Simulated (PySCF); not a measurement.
ammonia borane (BH6N), SMILES [NH3+][BH3-]. Atoms are numbered in the order given.

```xyz
8

B      0.0000     0.0000    -0.9299
N      0.0000     0.0000     0.7283
H      0.0000    -1.1673    -1.2413
H      1.0110     0.5837    -1.2413
H     -1.0110     0.5837    -1.2413
H     -0.8217    -0.4744     1.0916
H      0.0000     0.9488     1.0916
H      0.8217    -0.4744     1.0916
```

Geometry optimised at B3LYP-D3(BJ)/def2-TZVP.

Computed with PySCF with TDA-PBE/def2-TZVPD.

Vertical excitations; the highest root listed may be one member of a degenerate set. Isolated molecule, no solvent. State labels are in the subgroup Cs.

Computed excitation energies, oscillator strengths and character:
```csv
state,symmetry,energy (eV),λ (nm),f,main pairs
S1,A",5.25,236,0.003,HOMO→LUMO (degenerate set)
S2,A',5.25,236,0.003,HOMO−1→LUMO (degenerate set)
S3,A",7.10,175,0.000,"HOMO−1→LUMO+1, HOMO→LUMO+2 (degenerate set)"
S4,A',7.10,175,0.000,"HOMO→LUMO+1, HOMO−1→LUMO+2 (degenerate set)"
S5,A",7.10,175,0.000,"HOMO→LUMO+2, HOMO−1→LUMO+1 (degenerate set)"
S6,A',7.14,174,0.015,"HOMO−1→LUMO+2 50 %, HOMO→LUMO+1 49 %"
S7,A",7.24,171,0.067,HOMO→LUMO+3 (degenerate set)
S8,A',7.24,171,0.067,HOMO−1→LUMO+3 (degenerate set)
S9,A',7.46,166,0.084,HOMO−2→LUMO 97 %
S10,A",8.32,149,0.000,"HOMO−1→LUMO+4 50 %, HOMO→LUMO+5 50 %"
T1,A",5.16,240,0,HOMO→LUMO (degenerate set)
T2,A',5.16,240,0,HOMO−1→LUMO (degenerate set)
T3,A',7.03,176,0,"HOMO→LUMO+1, HOMO−1→LUMO+2 (degenerate set)"
T4,A",7.03,176,0,"HOMO→LUMO+3, HOMO−1→LUMO+1, HOMO→LUMO+2 (degenerate set)"
```
Triplets are in the Tamm–Dancoff approximation.
